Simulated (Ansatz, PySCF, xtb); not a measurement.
Energy difference R1 → P1 + 2 P2, each structure at its B3LYP-D3(BJ)/def2-TZVP stationary point, reached from a drawn start (curvature not checked).
P1: O2Si (SMILES O=[Si]=O), charge 0, multiplicity 1.
R1: H4O4Si (SMILES O[Si](O)(O)O), charge 0, multiplicity 1.
P2, H2O (SMILES O) (charge 0, multiplicity 1, Z-matrix in Å and degrees):
```
O
H 1 0.9627
H 1 0.9627 2 105.24
```

P less R. No zero-point or thermal terms. One arrangement of each flexible species, with no search for the lowest.

Cores are frozen in the correlated methods.

Run with Ansatz (Gaussian basis) for Hartree–Fock, density functionals and correlated methods; PySCF for M06-2X and the D3/D4 terms; xtb for the GFN methods. No computed number here is a measurement.

```tsv
level	reaction energy (kcal/mol)
GFN1-xTB	120.46
PBE-D3(BJ)/def2-TZVPP	131.00
B97M-V/def2-TZVPP	142.66
PBE0/def2-TZVPP	143.35
BHLYP/def2-TZVPP	152.21
M06-2X/def2-TZVPP	153.13
CAM-B3LYP-D4/def2-TZVPP	147.94
B2PLYP-D3(BJ)/def2-TZVPP	(withheld)
CCSD(T)/cc-pV(T+d)Z	(withheld)
```

Question: What belongs in the gaps?

Answer: 
- B2PLYP-D3(BJ)/def2-TZVPP, reaction energy (kcal/mol): 138.13
- CCSD(T)/cc-pV(T+d)Z, reaction energy (kcal/mol): 141.48

Ansatz is a program for electronic structure.
